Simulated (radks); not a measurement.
The lanthanum ion La+ inside a hard spherical wall (all orbitals vanish at R), configuration held at [Xe] 5d2 and not refilled when levels cross. All-electron calculation, scalar-relativistic Kohn-Sham, PBEsol, spin-unpolarised, spherical densities, point nucleus. Program: a radial shooting solver on a logarithmic mesh with Libxc functionals. Eigenvalues in eV, with the zero of energy where the potential of the charges vanishes at infinity; a dash marks a level that is unbound or too diffuse for the functional's potential to be trusted. A positive occupied level is held by the wall or, in an anion where self-interaction has pushed it up, behind a barrier. The pressure on the wall is -dE/dV.

R (bohr)  E (hartree)  kinetic (hartree)    e(4d)    e(5s)    e(5p)  e(4f, empty)  e(6s, empty)   e(5d)  pressure (GPa)
free       -8489.7819           8979.919  -107.47  -42.734  -26.316        -8.145        -7.414  -7.152               0
20         -8489.7819           8979.919  -107.47  -42.734  -26.316        -8.145        -7.414  -7.152        < 0.0001
8          -8489.7791           8979.941  -107.28  -42.558  -26.148        -7.965        -7.114  -6.987           0.119
7          -8489.7731           8979.976  -107.03  -42.323  -25.928        -7.722        -6.621  -6.743           0.475
6          -8489.7546           8980.071  -106.49  -41.832  -25.472        -7.203        -5.356  -6.165            2.03
5          -8489.6919           8980.380  -105.27  -40.792  -24.496        -6.046        -1.960  -4.720            10.6
3          -8487.7182           8989.778  -90.150  -28.796  -11.276         8.228        45.857  15.225            1030
